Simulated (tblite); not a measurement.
Run record: tight-binding relaxation, `CCCN[SiH2]OC`.

Computed with GFN2-xTB geometry optimisation, gas phase (tblite 0.8.0). Start geometry: from a force field or distance geometry. A driver script takes a list of jobs; this job's settings line and coordinates (Å) are shown.

Command:
```bash
OMP_NUM_THREADS=1 python probes_run.py task.json out
```

Input:
```
{"job": {"kind": "relax", "xc": "GFN2-xTB", "basis": "xTB"}, "charge": 0, "multiplicity": 1}
C     -2.547100     0.780900     0.191800
C     -2.084200    -0.375900    -0.650300
C     -1.104000    -1.285500     0.097400
N      0.074600    -0.626300     0.521900
Si     1.101700     0.092300    -0.657900
O      2.679600    -0.572900    -0.607500
C      3.579400     0.403700    -0.125000
H     -2.264200     1.740300    -0.323700
H     -2.019300     0.783700     1.163200
H     -3.627700     0.680300     0.393800
H     -2.976100    -1.018800    -0.876700
H     -1.672800     0.034600    -1.584300
H     -0.949400    -2.167400    -0.535400
H     -1.654300    -1.584500     1.026100
H      0.144000    -0.353400     1.505500
H      1.219900     1.541100    -0.318500
H      0.640000    -0.004600    -2.048200
H      3.920900     1.085100    -0.908200
H      4.457400    -0.150400     0.252300
H      3.076400     1.008300     0.661300
```

**Question.** Give the output.

**Answer.** 
```
step      E/eV     max force
  0    -651.63511    2.228
  1    -651.84561    1.357
  2    -651.94074    0.649
  3    -651.99720    0.776
  4    -652.05171    0.561
  5    -652.08266    0.458
  6    -652.11676    0.453
  7    -652.13991    0.423
  8    -652.16085    0.397
  9    -652.17892    0.344
... (160 lines left out)
170    -652.63056    0.020
171    -652.63067    0.023
172    -652.63079    0.026
173    -652.63089    0.023
174    -652.63098    0.025
175    -652.63105    0.024
176    -652.63111    0.016
177    -652.63115    0.015
178    -652.63118    0.013
179    -652.63120    0.009
```

«max force» is the largest atomic force in eV/Å.

**Question.** From which step on does the largest force stay under 0.1 eV/Å, and how much energy is left to gain from there?

**Answer.** From step 108 (0.095 eV/Å), 22.8 meV above the end.

Summary of the converged run: energy lowered by 23.0 kcal/mol over 179 steps; largest atomic force 0.009 eV/Å at the end.

**Question.** Where do the atoms end?

**Answer.** 0.880 Å rms from the input after alignment:
```
atom  x, y, z in Å
C1    -2.5908    0.8338    0.5096
C2    -2.2158   -0.0992   -0.6354
C3    -1.2782   -1.2286   -0.1895
N4    -0.0075   -0.7774    0.3076
Si5    1.2802   -0.3491   -0.7269
O6     2.3250    0.2735    0.3502
C7     3.6174    0.6962    0.0715
H8    -3.2830    1.5987    0.1654
H9    -1.7068    1.3294    0.9044
H10   -3.0670    0.2776    1.3146
H11   -3.1203   -0.5440   -1.0555
H12   -1.7185    0.4704   -1.4221
H13   -1.0796   -1.8792   -1.0437
H14   -1.7752   -1.8240    0.5854
H15   -0.0885   -0.2811    1.1819
H16    1.0208    0.6496   -1.7818
H17    1.7769   -1.5718   -1.3696
H18    3.6329    1.4030   -0.7626
H19    4.2562   -0.1527   -0.1871
H20    4.0166    1.1854    0.9612
```

**Question.** Estimate the wall time. Hardware: one thread, Arm Neoverse N1 (aarch64), shared host with 64 logical CPUs at a one-minute load of 59.

**Answer.** About 2.1 s.
Labels such as C1 count atoms from 1, the log's own numbers from 0.
